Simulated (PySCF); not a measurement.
A compound of formula C31H22O has these computed shifts in ppm, with the number of atoms in brackets (GIAO PBE/pcSseg-1, gas phase, PySCF SCF with an in-house response code, fitting set def2-universal-JFIT, grid level 2, non-relativistic, geometry: GFN2-xTB; 13C, 1H against isolated TMS; 17O against isolated H2O).

13C: 159.9 (1), 146.3 (1), 144.4 (1), 142.9 (1), 139.3 (1), 138.8 (1), 138.2 (1), 136.5 (1), 136.5 (1), 134.6 (1), 134.0 (1), 133.7 (1), 133.0 (1), 132.4 (1), 132.4 (1), 131.3 (1), 131.1 (1), 130.7 (1), 130.6 (1), 130.6 (1), 130.2 (1), 129.6 (1), 128.4 (1), 128.2 (1), 127.2 (1), 125.8 (1), 120.8 (1), 110.2 (1), 47.4 (1), 34.3 (2)
1H: 7.60 (1), 7.56 (1), 7.52 (1), 7.39 (1), 7.23 (1), 7.10 (1), 7.01 (1), 7.00 (1), 6.86 (1), 6.76 (1), 6.62 (1), 6.46 (1), 6.41 (1), 6.31 (1), 6.12 (1), 5.87 (1), 1.28 (6)
17O: 219.7 (1)

Problem. Which structure gave them?

Solution. CC1(C)C=Cc2ccc3c4c(c5c6ccccc6ccc5c3c2=C1)-c1ccccc1OC=4. Other isomers were not compared.
